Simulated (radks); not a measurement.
Isoelectronic series with 18 electrons, each ion in its NIST ground configuration. Method: scalar-relativistic Kohn-Sham, PBE, spin-polarised, spherical densities, point nucleus; computed with a radial shooting solver on a logarithmic mesh with Libxc functionals. Total energies (hartree) and mean radii <r> (bohr):

ion,configuration,E (hartree),3p,3s
Ar,[Ar],-529.22987,1.664,1.406
K+,[Ar],-601.92825,1.426,1.267
Ca2+,[Ar],-679.65892,1.258,1.152
Sc3+,[Ar],-762.41979,1.129,1.056
Ti4+,[Ar],-850.21468,1.027,0.9748
V5+,[Ar],-943.05094,0.9426,0.9056
Cr6+,[Ar],-1040.93833,0.8719,0.8458
Fe8+,[Ar],-1251.91446,0.7594,0.7473

Estimate the row of Mn7+ ([Ar]).

Answer. E (hartree) -1143.88846; 3p 0.8116; 3s 0.7935.
